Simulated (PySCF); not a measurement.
# Bond lengths and vibrations by method: BCClH3Si cation

All numbers below are calculated, not measured. They come from PySCF 2.14.0, an open-source quantum chemistry program, on an isolated molecule that a program drew, which may never have been made. The molecule is BCClH3Si cation (charge +1, singlet), drawn as the SMILES string `C=B[SiH+]Cl`.

The geometry was optimised and harmonic frequencies were computed with HF and MP2, all in the cc-pV(D+d)Z basis, for the commonest isotopes, with a restricted reference for singlets and an unrestricted one otherwise, and a frozen core in MP2. Each result is a local minimum of its method.

Geometry at the HF minimum:
```xyz
7
BCClH3Si cation, angstrom
C    -2.1765    0.0890    1.8284
B    -1.5472   -0.4419    0.7028
Si   -0.6742   -1.1857   -0.8314
Cl   -0.9390   -0.3631   -2.6024
H    -2.0505   -0.3417    2.8184
H    -2.8244    0.9600    1.7725
H     0.1982   -2.3531   -0.7754
```

Lengths of the bonds as drawn, in Å (atoms numbered as above):
| bond | HF | MP2 |
|---|---|---|
| C1-B2 | 1.395 | 1.409 |
| B2-Si3 | 1.915 | 1.925 |
| Si3-Cl4 | 1.971 | 1.976 |
| C1-H5 | 1.087 | 1.101 |
| C1-H6 | 1.087 | 1.101 |
| Si3-H7 | 1.458 | 1.467 |

Rotational constants, in GHz:
| constant | HF | MP2 |
|---|---|---|
| A | 15.16 | 14.73 |
| B | 1.961 | 1.954 |
| C | 1.737 | 1.725 |

Harmonic frequencies in cm^-1, each column in rising order, so a row needn't be the same motion in every method:
```
rank,HF,MP2
1,103,94
2,154,152
3,298,265
4,348,339
5,556,536
6,590,543
7,699,627
8,725,689
9,864,820
10,1019,842
11,1394,1295
12,1612,1550
13,2452,?
14,3289,3151
15,3381,3247
```

**Estimate the missing MP2 frequency from the HF column.**

A single factor s that minimises the squared misfit of MP2 against s times HF over the other rows is sum(HF x MP2) / sum(HF^2) = 0.9510, with an rms misfit of 39 cm^-1. For rank 13 it gives 0.9510 x 2452 = 2332 cm^-1. The calculation gives 2378 cm^-1, 46 cm^-1 above the estimate. The drawn bonds are on average 0.8 % longer in MP2 than in HF.
